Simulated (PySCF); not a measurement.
Dipole moment and polarisability of `CS[Si]1(C)CC=CC1`

Compound: C6H12SSi.
Numbering: `[CH3:1][S:2][Si:3]1([CH3:4])[CH2:5][CH:6]=[CH:7][CH2:8]1` (hydrogens: H9, H10, H11 on C1; H12, H13, H14 on C4; H15, H16 on C5; H17 on C6; H18 on C7; H19, H20 on C8)

Geometry (PBE0-D3(BJ)/def2-SVP, Å), atoms numbered from 1 in this order:
```
atom  x, y, z in Å
C1     2.247   -1.368   -0.216
S2     2.234    0.375    0.313
Si3    0.134    0.795    0.146
C4    -0.071    2.588    0.640
C5    -0.562    0.326   -1.561
C6    -1.313   -0.945   -1.270
C7    -1.489   -1.318    0.008
C8    -0.929   -0.455    1.106
H9     1.653   -1.999    0.460
H10    3.292   -1.703   -0.185
H11    1.869   -1.481   -1.242
H12   -1.133    2.876    0.602
H13    0.490    3.248   -0.040
H14    0.298    2.761    1.662
H15    0.213    0.193   -2.334
H16   -1.238    1.113   -1.945
H17   -1.714   -1.549   -2.092
H18   -2.038   -2.235    0.254
H19   -1.733    0.051    1.671
H20   -0.358   -1.036    1.851
```

Level: PBE0/def2-SVPD (PySCF), static field, nuclei fixed, core orbitals frozen in the response. The polarisability tensor in these axes (au):

```
x   116.39   1.87   1.74
y     1.87 118.34   3.52
z     1.74   3.52 108.72
```

**Question.** Diagonalise the tensor; give its mean and Δα, where Δα² is half the sum of the squared differences of the eigenvalues.

**Answer.** Principal values 107.44, 115.26 and 120.75 au; mean 114.48 au = 16.96 Å³ = 18.88 × 10⁻⁴⁰ C²·m²/J; Δα = 11.59 au (10 % of the mean).

**Question.** What is the dipole moment, and where does it point?

**Answer.** (-1.26, -0.53, -0.35) D, 1.41 D in size, pointing from the negative to the positive side. Measured along this direction, the outermost atoms are H10 and S2 at the negative end and H17 and H18 at the positive end.

**Question.** What depolarisation ratio follows for Rayleigh scattering of linearly polarised light, taking the static tensor?

**Answer.** ρ = 3Δα²/(45ᾱ² + 4Δα²) = 402.8/(589775 + 537.1) = 0.000682.

**Question.** Give the principal axes and the span of the nuclei along them.

**Answer.** Largest value along (0.48, 0.82, 0.31), where the nuclei span 5.67 Å; middle along (0.87, -0.49, -0.03), 6.13 Å; least along (-0.12, -0.29, 0.95), 4.40 Å. The strongest response doesn't lie along the longest of the three spans.

**Question.** What are the principal values of the traceless quadrupole moment, Θ = ½Σq(3rr − r²1), about the centre of nuclear charge?

**Answer.** -7.57, 0.79, 6.79 D·Å. The values depend on the origin, since the dipole doesn't vanish. The electronic extent ⟨r²⟩ about the same centre is 1391 bohr², a root-mean-square distance of 2.23 Å for the 78 electrons.

One conformer (not necessarily the lowest) at the PBE0-D3(BJ)/def2-SVP geometry, without solvent, vibrations or thermal averaging.
